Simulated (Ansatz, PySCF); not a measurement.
Gas-phase reaction in SMILES: [O]=[Sn]([Cl])[Cl] → [O]=[Sn][Cl] + Cl atom (the Cl-Sn bond at the site shown breaks; other sites are not compared here)
Geometries: B3LYP-D3(BJ)/def2-TZVP minima from Ansatz (a first-principles code). Frequencies are from Ansatz or PySCF.
Geometry of the first species:
```
Sn
O 1 1.8263
Cl 1 2.3200 2 128.14
Cl 1 2.3200 2 128.14 3 180.00
```

Wanted: bond dissociation energy (enthalpy at 298 K, with B3LYP-D3(BJ) rigid-rotor harmonic-oscillator terms), in eV. Valence correlation only, unless marked. UHF or UKS for open shells. Spin-orbit coupling is left out. The frozen core is the preceding noble-gas configuration, with the filled d and f shells of earlier blocks. Past Kr the def2 sets carry scalar-relativistic core potentials. CBS(X,Y): correlation extrapolated as X^-3; Hartree-Fock from the larger set. [CCSD(T)-MP2]/basis is that difference in the basis named.

| level | program | bond dissociation energy (eV) |
|---|---|---|
| PBE-D3(BJ)/def2-TZVPD | Ansatz + dftd3 | ___ |
| r2SCAN/def2-TZVPD | Ansatz | 2.88 |
| r2SCANh-D4/def2-TZVPD | Ansatz + dftd4 | 2.76 |
| LC-wPBE/def2-TZVPD | Ansatz | 2.73 |
| RI-MP2/CBS(def2-TZVPPD,def2-QZVPPD)+[CCSD(T)-MP2]/def2-TZVPPD | Ansatz | 3.20 |

Question: What belongs in the gaps?

Answer: 
- PBE-D3(BJ)/def2-TZVPD, bond dissociation energy (eV): 3.08
